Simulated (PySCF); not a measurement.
H6OSn2, SMILES [SnH3][O][SnH3].

The structure is a stationary point at PBE0-D3(BJ)/def2-SVP. A frequency run showed that this geometry is not a minimum. The def2 effective core potentials stand for the cores of Sn; spin–orbit coupling is left out.

Two levels are set side by side: TDA-PBE/def2-SVPD (PySCF) and TDA-ωB97X/def2-SVPD (PySCF). Vertical, same geometry. The lowest singlet is HOMO→LUMO 98 % with PBE and HOMO→LUMO 91 % with the other functional; states are paired by order. Differences are taken from unrounded values.

```tsv
quantity	TDA-ωB97X	TDA-PBE	TDA-PBE minus TDA-ωB97X
lowest singlet excitation (eV)	5.78	4.75	-1.03
lowest triplet excitation (TDA) (eV)	5.33	4.34	-0.99
```

A lower first singlet is the usual sign of a functional without exact exchange. Differences between two approximate levels are no errors against the true value.

Rough cost on one machine, each run with all the roots and properties that it gave: TDA-ωB97X against TDA-PBE about 4 times.
